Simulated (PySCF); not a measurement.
C5H7F, SMILES CC1=CC[C@@H]1F. The structure is a stationary point at B3LYP-D3(BJ)/def2-SVP. The structure was generated by enumeration; whether it is a known compound was not checked.

Computed with B3LYP-D3(BJ)/def2-SVP run with PySCF.

Harmonic wavenumbers (cm⁻¹): 150, 186, 214, 308, 427, 578, 669, 785, 870, 934, 940, 979, 1038, 1052, 1092, 1148, 1200, 1220, 1240, 1316, 1368, 1393, 1445, 1452, 1459, 1723, 3018, 3035, 3042, 3084, 3099, 3123, 3184. Rotational constants (GHz): 4.956, 3.631, 2.285; symmetry number 1.

Problem. Work out the zero-point energy and the ideal-gas rigid-rotor harmonic-oscillator thermochemistry at 298.15 K and 1 atm.

Solution. ZPE = ½ Σ hcν = ½ × 46771 cm⁻¹ = 279.75 kJ/mol. H − E(el) = 298.17 kJ/mol. Entropy in J/(mol K): translation 164.31, rotation 110.71, vibration 47.05, total 322.08. G − E(el) = 202.14 kJ/mol. Cp = 98.43 J/(mol K). Modes under 150 cm⁻¹ make the vibrational entropy uncertain.
